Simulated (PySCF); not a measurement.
## Atomic charges by several schemes

CH8F2Si3.
Cartesian coordinates in Å at the GFN2-xTB level; atoms count from 1:
```
atom  x, y, z in Å
F1    -0.5697   -1.6786   -0.6298
C2    -0.7671   -0.2902   -0.5278
Si3   -2.5986    0.0062   -0.0297
Si4    0.5986    0.4160    0.6215
F5     0.3582    2.0175    0.4748
Si6    2.7345   -0.1408   -0.0494
H7    -0.6070    0.0840   -1.5469
H8    -2.7915   -0.5261    1.3191
H9    -3.4411   -0.7108   -0.9865
H10   -2.8289    1.4472   -0.0859
H11    0.2021    0.1888    2.0106
H12    3.7465    0.5420    0.7640
H13    2.9951    0.2242   -1.4473
H14    2.9684   -1.5799    0.0813
```

Density: PBE0/pcSseg-1 (PySCF); schemes: Mulliken, IAO, Hirshfeld and ESP-fitted. Isolated species at its GFN2-xTB geometry (one conformer only). GFN2-xTB frequencies show an imaginary mode (26i cm⁻¹), so this geometry is no minimum at that level.

Give the atomic charges in each scheme.

In e; atoms taken as equivalent share a row and are averaged (×n: the atom named and its like, n in all):

| atom | environment | Mulliken | IAO | Hirshfeld | ESP-fitted |
| --- | --- | --- | --- | --- | --- |
| F1 | alkyl fluorine | -0.351 | -0.331 | -0.128 | -0.229 |
| C2 | sp3 C–F carbon | -0.393 | -0.371 | -0.116 | -0.134 |
| Si3 | SiH3 silicon | +0.504 | +0.602 | +0.314 | +0.367 |
| Si4 | fluorine-bound silicon | +0.816 | +0.939 | +0.354 | +0.531 |
| F5 | silicon-bound fluorine | -0.433 | -0.545 | -0.211 | -0.316 |
| Si6 | SiH3 silicon | +0.147 | +0.265 | +0.225 | +0.137 |
| H7 | methine hydrogen | +0.162 | +0.154 | +0.041 | +0.123 |
| H8/H9/H10 | Si–H hydrogen | -0.070 | -0.108 | -0.069 | -0.080 |
| H11 | Si–H hydrogen | -0.098 | -0.127 | -0.074 | -0.098 |
| H12/H13/H14 | Si–H hydrogen | -0.048 | -0.087 | -0.066 | -0.047 |

Mean size of the charges over all atoms: IAO 0.280 e, Mulliken 0.233 e, ESP-fitted 0.165 e, Hirshfeld 0.133 e. Each set sums to the total charge, 0, to within 0.001 e. The Mulliken scheme gives each basis function's population to the atom it is centred on and halves the overlap population of two atoms between them.

Lowest charge. All schemes agree: Mulliken F5 (-0.433); IAO F5 (-0.545); Hirshfeld F5 (-0.211); ESP-fitted F5 (-0.316).

Highest charge. All schemes agree: Mulliken Si4 (+0.816); IAO Si4 (+0.939); Hirshfeld Si4 (+0.354); ESP-fitted Si4 (+0.531).

How many electrons does the Hirshfeld scheme count on F1?

Z − q = 9 − (-0.128) = 9.128.

How closely do the schemes follow one another over all atoms?

Correlation coefficient and root-mean-square difference: Mulliken with IAO 0.99, 0.067 e; IAO with ESP-fitted 0.99, 0.162 e; Mulliken with ESP-fitted 0.98, 0.119 e; IAO with Hirshfeld 0.97, 0.218 e; Hirshfeld with ESP-fitted 0.96, 0.072 e; Mulliken with Hirshfeld 0.93, 0.179 e.

Sum the charges by element, for elements with more than one atom.

```json
{"element": "F", "atoms": "2", "Mulliken": "-0.784", "IAO": "-0.876", "Hirshfeld": "-0.339", "ESP-fitted": "-0.545"}
{"element": "Si", "atoms": "3", "Mulliken": "+1.467", "IAO": "+1.806", "Hirshfeld": "+0.893", "ESP-fitted": "+1.035"}
{"element": "H", "atoms": "8", "Mulliken": "-0.290", "IAO": "-0.559", "Hirshfeld": "-0.438", "ESP-fitted": "-0.357"}
```

The run behind these numbers computed NMR shieldings as well. Hardware: an Arm Neoverse N1 with one thread, shared host with 64 logical CPUs at a one-minute load of 56. Cost: 36 s, 0.70 GiB resident at most.
